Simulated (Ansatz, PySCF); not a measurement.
System: sum formula H2SiO2F, net charge 0, doublet state. It need not be the lowest isomer of its formula. SMILES: F[Si](O)O
Coordinates optimised at B3LYP-D3(BJ)/def2-TZVP (Ansatz, a quantum-chemistry and plane-wave program):
```
Si
F 1 1.6015
O 1 1.6363 2 105.43
H 3 0.9619 1 117.75 2 -163.97
O 1 1.6456 2 111.15 3 -116.55
H 5 0.9618 1 118.46 2 -70.13
```
Charge 0, spin multiplicity 2.

Wanted: atomisation energy (electronic, to ground-state atoms), in kcal/mol. Cores are frozen in the correlated levels unless marked. UHF or UKS for open shells. No spin-orbit coupling. Non-relativistic. The coupled-cluster limit lacks core correlation, which all-electron functionals hold. CBS(X,Y): correlation extrapolated as X^-3; Hartree-Fock from the larger set.

| level | program | atomisation energy (kcal/mol) |
|---|---|---|
| PBE0-D4/def2-TZVP | Ansatz + dftd4 | 558.2 |
| PBE0/def2-QZVPP | Ansatz | ? |
| TPSSh-D3(BJ)/def2-TZVPD | PySCF + dftd3 | 557.1 |
| TPSSh-D4/def2-TZVPD | PySCF + dftd4 | 557.5 |
| r2SCANh/def2-TZVPD | Ansatz | ? |
| CAM-B3LYP-D3(BJ)/def2-TZVPD | Ansatz + dftd3 | 569.5 |
| B2PLYP-D4/def2-TZVPD | Ansatz + dftd4 | ? |
| SCS-MP2/6-31G | Ansatz | 412.9 |
| CCSD/cc-pV(T+d)Z | Ansatz | 540.4 |
| CCSD(T)/CBS(cc-pV(T+d)Z,cc-pV(Q+d)Z) | Ansatz | 573.3 |

Task: Fill in the missing entries.

Result: 
- PBE0/def2-QZVPP, atomisation energy (kcal/mol): 560.6
- r2SCANh/def2-TZVPD, atomisation energy (kcal/mol): 563.9
- B2PLYP-D4/def2-TZVPD, atomisation energy (kcal/mol): 562.6
